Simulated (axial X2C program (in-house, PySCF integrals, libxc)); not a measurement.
**Nuclear properties of GeH⁻**

Computed with an axial X2C code built on PySCF integrals: two-component X2C with atomic mean-field Coulomb and Gaunt terms, Gaussian nuclei, basis Ge dyall-acv3z, H dyall-av3z with contracted cores.

R = 1.626 Å (near the PBE0 minimum at charge -1 of the determinant lowest at the starting distance; the state shown can have its own minimum elsewhere).

Determinant lowest in the PBE0 search, Ω = 1 (⟨Sz⟩ = 1.00, ⟨Lz⟩ = 0.00 at PBE0), spin on the atoms Ge 1.04, H -0.04:

```csv
level,Eeff magnitude (GV/cm),Ws magnitude Ge (kHz),A∥/gI Ge (MHz),qzz Ge (a.u.),A∥/gI H (MHz),qzz H (a.u.)
PBE0,0.275,0.112,-341,-1.39,-4.82,0.10
HF,0.649,0.268,-341,-1.28,-6.39,0.11
BHandHLYP,0.226,0.0904,-272,-1.27,-2.88,0.10
BP86,0.17,0.0675,-307,-1.48,-4,0.10
r2SCAN,0.37,0.151,-381,-1.41,-5.38,0.10
```

Determinant 0.60 eV from it at PBE0 and this distance, Ω = 0 (closed shell), highest spinor 84% Ge p, 12% H p, 3% H d:

```csv
level,qzz Ge (a.u.),qzz H (a.u.)
PBE0,-1.60,0.10
HF,-1.65,0.11
BHandHLYP,-1.55,0.10
BP86,-1.66,0.10
r2SCAN,-1.62,0.10
```

Eeff is the effective electric field on the electron electric dipole moment in this Ω state and Ws the scalar–pseudoscalar constant of the nucleus named (defined with the proton number Z and per Ω); A∥ (defined per Ω) follows by multiplying with gI = μI/(I μN); qzz is the electric field gradient, eQq0 = 234.96 MHz × Q/barn × qzz. The operators were transformed with the bare-nucleus X2C matrices; with these basis sets, hyperfine constants and field gradients can be off by tens of per cent, and where levels differ in sign neither size nor sign is settled.

(1) With gI(73Ge) = -0.1954, Q(73Ge) = -0.196 barn (g factors from the IAEA table of nuclear moments by Stone; Q from Pyykkö, Mol. Phys. 2018), turn the PBE0 values of the first state into constants in MHz.

Each state is one determinant with collinear spin, which with several unpaired electrons need not be a pure state. Unrestricted Hartree–Fock can overshoot spin polarisation at the nuclei. For an anion, determinants above electron detachment, or with a positive highest level, are held by the basis set. A closed determinant beside an open π² or δ² triplet, such as (π1/2)², mixes with its partner pair into the 0⁺ component of the triplet and ¹Σ⁺, so its energy is not that of a level, and 0⁺ can lie lowest. With several open shells hyperfine constants can be off by a factor of several. Where Eeff spreads by more than a factor of two the levels disagree and none is to be relied on. Open-shell Ω = 0 determinants with evenly filled partner blocks cannot be reached by this program, so the Ω shown need not be the lowest component. The search compared states at one distance, so a state with another bond length can lie lower. Further determinants of the search, some of them spin-mixed, are not shown. Where a field gradient or hyperfine factor spreads by more than a factor of two over the levels, a constant derived from it is not to be relied on. PBE0 term energies can be off by some tenths of an eV.

Answers

(1) A∥(73Ge) = -341 × -0.1954 = 66.6 MHz; eQq0(73Ge) = 234.96 × (-0.196) × (-1.39) = 64 MHz.
